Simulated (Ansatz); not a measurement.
Ansatz (a program for electronic structure) input:

Ansatz 0.2 input:
```yaml
crystal:
  periodic: [false, false, false]
  atoms:
    - {symbol: Mo, position_ang: [0.03588077, 0.00549569, -0.01569460]}
    - {symbol: H, position_ang: [0.59486821, 1.34707647, -0.91156705]}
    - {symbol: H, position_ang: [-1.08243963, 0.38152883, 1.14278402]}
    - {symbol: H, position_ang: [0.70194908, -0.19917407, 1.51545109]}
    - {symbol: H, position_ang: [-1.57088985, -0.32611548, -0.22169543]}
    - {symbol: H, position_ang: [-0.15048024, -1.43413462, -0.86579930]}
basis:
  gaussian:
    orbitals: def2-TZVPD
hamiltonian:
  xc: {name: PBE0}
total_charge: -1
```

### Question
What final total energy does it print?

### Answer
-71.07945 Eh (PBE0/def2-TZVPD). The basis has 85 functions.

This state (charge -1, singlet) is run at the relaxed geometry of the species with charge 0 and multiplicity 2.
